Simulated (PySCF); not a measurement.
C₄H₈SSi₂.
SMILES with atom numbers: `[CH:1]1=[CH:2][SiH2:3][S:4][CH:5]=[CH:6][SiH2:7]1`

Geometry (GFN2-xTB, Å), atoms numbered from 1 in this order:
```
atom  x, y, z in Å
C1    -0.4234   -1.6946   -0.1077
C2     0.9040   -1.5886   -0.1497
Si3    1.9659   -0.0699    0.1675
S4     0.9800    1.5486    1.1921
C5    -0.1663    2.0487   -0.0611
C6    -1.1977    1.3158   -0.4525
Si7   -1.6725   -0.3386    0.3108
H8    -0.8590   -2.6664   -0.3214
H9     1.4834   -2.4738   -0.4004
H10    3.0568   -0.3737    1.0855
H11    2.4415    0.4815   -1.1029
H12    0.0502    3.0343   -0.4507
H13   -1.8330    1.7290   -1.2262
H14   -2.9623   -0.7315   -0.2734
H15   -1.7719   -0.2126    1.7682
```

NICS = −σ at a ghost point: NICS(0) at the centroid of the ring atoms, NICS(1) 1 Å to either side along the normal of their mean plane, zz for the tensor component along that normal. Level: GIAO PBE0/pcSseg-1 (PySCF, non-relativistic, gas phase) on the GFN2-xTB geometry, one conformer.

Ring bond lengths (Å), with Mayer bond orders in brackets: C1–C2 1.332 (1.97), C2–Si3 1.880 (0.89), Si3–S4 2.154 (0.94), S4–C5 1.770 (1.05), C5–C6 1.324 (1.88), C6–Si7 1.883 (0.88), Si7–C1 1.891 (0.87).

Q: Give the NICS values of each ring in ppm.

A: 
```tsv
ring	type	NICS(0)	NICS(1), two faces	NICS(1)zz, two faces	rms pucker (Å)	centre to ring atoms, mean (Å)
C1–C2–Si3–S4–C5–C6–Si7	7-membered ring with S and 2 Si; formal bonds all aromatic	-0.8	-1.6 / -2.0	5.7 / 2.3	0.43	1.90
```

Q: What do they say, and how far can they be read as aromaticity?

A: 
- C1–C2–Si3–S4–C5–C6–Si7: mean NICS(1)zz 4.0 ppm, deshielded. Si3, Si7 have four or more neighbours, and the NICS criterion for π rings isn't applied. The two faces differ by 3.4 ppm, so no symmetry operation interchanges them.

Q: At the first NICS(1) probe listed for ring C1–C2–Si3–S4–C5–C6–Si7, 1 Å off the ring, what do the in-plane components average?

A: The isotropic value is a third of the trace: (3 × -1.6 − (5.7))/2 = -5.2 ppm.

Q: How shielded are the nuclei of the rings and their hydrogens (means over atoms taken as equivalent)?

A: 
| atoms | environment | σ isotropic (ppm) | principal values of the symmetric part, first atom (ppm) |
| --- | --- | --- | --- |
| C1 | alkene CH carbon | 31.2 | -87.0, 2.2, 178.3 |
| C2 | alkene CH carbon | 34.9 | -77.5, 21.2, 160.8 |
| Si3 | SiH2 silicon | 397.8 | 355.5, 405.7, 432.2 |
| S4 | sulfur bonded to C and Si | 594.0 | 444.0, 463.8, 874.2 |
| C5 | alkene CH carbon | 35.3 | -80.0, 40.7, 145.1 |
| C6 | alkene CH carbon | 41.3 | -73.7, 44.1, 153.5 |
| Si7 | SiH2 silicon | 414.9 | 378.1, 424.0, 442.5 |
| H8 | vinylic hydrogen | 24.47 | 22.9, 23.9, 26.6 |
| H9 | vinylic hydrogen | 24.71 | 23.6, 23.8, 26.7 |
| H10 (×2) | Si–H hydrogen | 26.74 | 23.1, 24.9, 32.6 |
| H12 | vinylic hydrogen | 24.27 | 20.7, 24.9, 27.3 |
| H13 | vinylic hydrogen | 24.96 | 23.3, 24.2, 27.4 |
| H14 (×2) | Si–H hydrogen | 26.89 | 23.8, 25.5, 32.7 |
